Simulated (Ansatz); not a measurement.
Consider the formal exchange of groups at the Sn–S bond: `N=C[S][SnH3]` + `O=CCO` → `O=[CH][SnH3]` + `N=CSCO`.

Program: Ansatz. Geometries: PBE0-D4/def2-TZVP. ΔE: electronic, gas phase. CCSD(T)/CBS adds triple-zeta CCSD(T) − MP2 to the extrapolated MP2 energy (def2 sets, frozen cores). DFT in def2-TZVPP. Elements past krypton have def2 core potentials. For Sn outer-core shells are correlated without core-valence functions, which leaves a few kJ/mol of doubt a bond. One conformer a species, not always the lowest.

| level | ΔE (kJ/mol) |
| --- | --- |
| ωB97X-V | 118.1 |
| PBE | 112.7 |

What does CCSD(T)/CBS give? (Estimate.)

The calculation gave: +120.0 kJ/mol. The listed levels differ from it by -1.9, -7.3 kJ/mol.

Largest T1 diagnostic among the species: 0.016.

From PBE to PBE0 (25 % exact exchange), in def2-TZVPP and without D4, ΔE moves by +8.6 kJ/mol. In def2-TZVPP, CCSD(T) changes the Hartree–Fock value by −18.0 kJ/mol (the triples alone add −2.9 kJ/mol) and MP2 by −13.3 kJ/mol.
